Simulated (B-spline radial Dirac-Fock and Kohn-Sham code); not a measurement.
# Relativistic shifts of the levels of Xe²⁺

System: xenon as Xe²⁺, configuration [Kr] 4d10 5s2 5p4.

Both columns are ΔSCF binding energies of the configuration average from a radial atomic solver: non-relativistic Hartree-Fock with a point nucleus, and Dirac-Fock with a finite nucleus and the Coulomb interaction alone, averaged over the two j levels with weights 2j+1.

| shell | Hartree-Fock (eV) | Dirac-Fock (eV) | shift (eV) | shift (%) |
| --- | --- | --- | --- | --- |
| 1s | 33275.9 | 34710.4 | +1434.42 | +4.31 |
| 2s | 5139.8 | 5495.2 | +355.45 | +6.92 |
| 2p | 4822.0 | 4927.4 | +105.35 | +2.18 |
| 3s | 1100.1 | 1176.7 | +76.59 | +6.96 |
| 3p | 964.8 | 988.5 | +23.75 | +2.46 |
| 3d | 715.5 | 705.0 | -10.48 | -1.46 |
| 4s | 230.2 | 245.8 | +15.55 | +6.75 |
| 4d | 92.68 | 89.84 | -2.84 | -3.06 |
| 5s | 43.17 | 45.27 | +2.11 | +4.88 |
| 5p | 30.67 | 30.85 | +0.19 | +0.61 |

Relativity binds 1s, 2s, 2p, 3s, 3p, 4s, 5s, 5p more strongly, among those listed most of all 3s in relative terms, and 3d, 4d more weakly, because the contracted s and p shells screen the nucleus better.

Values without a named source are computed, but for edge energies of neutral atoms, which are taken from tables.
